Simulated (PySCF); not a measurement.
ZrF3, SMILES [F][Zr]([F])[F] (connectivity only; charge and spin as stated), neutral, multiplicity 2.

Geometry optimised at B3LYP-D3(BJ)/def2-TZVP. The spin state was assumed, not searched. The isomer is the one that the SMILES or the coordinates give; other isomers of the formula were not compared. The def2 effective core potentials stand for the cores of Zr; spin–orbit coupling is left out.

All values below come from TDA-ωB97X/def2-SVPD run with PySCF.

Vertical excitations; the highest root listed may be one member of a degenerate set. 

```csv
state,energy (eV),λ (nm),f,main pairs
root 1,1.31,944,0.000,α HOMO→LUMO+1 (degenerate set)
root 2,1.31,944,0.000,α HOMO→LUMO (degenerate set)
root 3,3.49,355,0.007,"α HOMO→LUMO+6 69 %, α HOMO→LUMO+4 30 %"
root 4,3.50,355,0.007,"α HOMO→LUMO+7 69 %, α HOMO→LUMO+5 30 %"
root 5,4.40,282,0.318,α HOMO→LUMO+2 92 %
root 6,4.55,273,0.000,α HOMO→LUMO+3 89 %
root 7,6.11,203,0.042,"α HOMO→LUMO+4, α HOMO→LUMO+6 (degenerate set)"
root 8,6.11,203,0.042,"α HOMO→LUMO+5, α HOMO→LUMO+7 (degenerate set)"
root 9,7.39,168,0.031,β HOMO−3→LUMO 94 %
root 10,7.54,164,0.004,β HOMO−1→LUMO 97 %
```
Unrestricted roots are not spin-pure.
